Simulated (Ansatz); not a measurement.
`O[SiH](O)[SiH](O)F` → `O[SiH2]F` + `O[Si]O`  (silylene formation by 1,1-elimination)

Gas-phase electronic energies from Ansatz, PBE0-D4/def2-TZVP geometries. CCSD(T)/CBS is the MP2 limit (def2-TZVPP, def2-QZVPP) plus CCSD(T) − MP2 in def2-TZVPP, frozen cores. This one scheme is used for every species. Functionals use def2-TZVPP. Each species was taken in one conformer, which may not be the lowest.

```csv
level,ΔE (kcal/mol)
r2SCAN-D4,29.8
r2SCANh-D4,30.1
CCSD/def2-SVP,21.7
HF/def2-QZVPP,22.2
```

What does CCSD(T)/CBS give? (An estimate is asked.)

Computed: +25.9 kcal/mol. The listed levels differ from it by 3.9, 4.2, -4.2, -3.7 kcal/mol.

Largest T1 diagnostic among the species: 0.015.

At CCSD(T), def2-SVP lies −3.9 kcal/mol from the extrapolated value and def2-TZVPP −1.3 kcal/mol. The D4 term adds +4.1 kcal/mol with B3LYP and +2.3 kcal/mol with PBE0; it sums over pairs of atoms, weighted by their polarisabilities, and B3LYP, whose exchange is more repulsive, gets the larger term.

CCSD(T)/CBS has its own doubt, a few kJ/mol and more with outer-core shells, so smaller differences from it don't rank the levels.

B3LYP here is the variant with VWN-RPA as its local correlation; programs differ in this.
